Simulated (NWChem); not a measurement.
**Correlation energy of diselenium (Se₂)**

```
Se
Se 1 2.1994
```
Charge 0, spin multiplicity 3.

Program: NWChem. Structure: optimised with UPBE/def2-SVP, a minimum by its harmonic frequencies.

Basis set: 6-31G*. Each correlation energy counts from its own Hartree-Fock reference.

```csv
method,correlation energy (mHa)
UMP2,-498.0
SCS-UMP2,-451.6
CCSD on UHF,-493.1
CCSD[T] on UHF,-506.4
CCSD(T) on UHF,-505.7
CCSD on ROHF,-502.0
CCSD[T] on ROHF,-515.9
CCSD(T) on ROHF,-515.6
```

The values span 64.3 mHa, from CCSD[T] on ROHF (lowest) to SCS-UMP2 (highest). 

The Hamiltonian is non-relativistic. The correlated methods keep 18 core orbitals frozen. The Pople sets run with spherical d functions. The unpaired electrons of the parent sit in orbitals of symmetry b2g and b3g (D2h labels of the run); other states weren't searched. No SCF solution was tested for a lower state. Open-shell Hartree-Fock references start from PBE0 orbitals. No row is a measurement; the coupled-cluster row has its own basis-set and correlation limits.
